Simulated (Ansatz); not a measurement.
The cluster Mg2F2⁺ (the lowest doublet isomer of a short search). Total charge 1; doublet. Geometry r2SCAN-D4/def2-TZVP, basis def2-TZVP, Ansatz.

```
atom    x (Å)    y (Å)    z (Å)
 Mg1   0.7675  -0.0174   1.2014
 Mg2  -0.7675   0.0174  -1.2013
  F3  -0.0116   1.2426   0.0253
  F4   0.0116  -1.2426  -0.0254
```

| run | HOMO (eV) | LUMO (eV) |
| --- | --- | --- |
| A | -9.28 | -8.43 |
| B | -10.39 | -7.45 |
| C | -9.39 | -8.41 |
| D | -9.61 | -8.11 |
| E | -10.70 | -6.61 |

HSE06 is defined as in plane-wave codes, on full-range PBE exchange. The structure comes from a short search, and lower isomers may exist.

HOMO and LUMO are taken over both spins.

Question: The runs used CAM-B3LYP, HSE06, PBE0, r2SCANh, ωB97X-V. Estimate which is which.

Answer: A HSE06 (range-separated); B CAM-B3LYP (range-separated); C r2SCANh (10 % exact exchange); D PBE0 (25 % exact exchange); E ωB97X-V (range-separated). Exact exchange lowers occupied and raises empty levels; among semilocal functionals meta-GGAs tend to open the gap a little, and such runs are hard to tell apart. The gap grows from 0.85 eV (HSE06) to 4.08 eV (ωB97X-V).
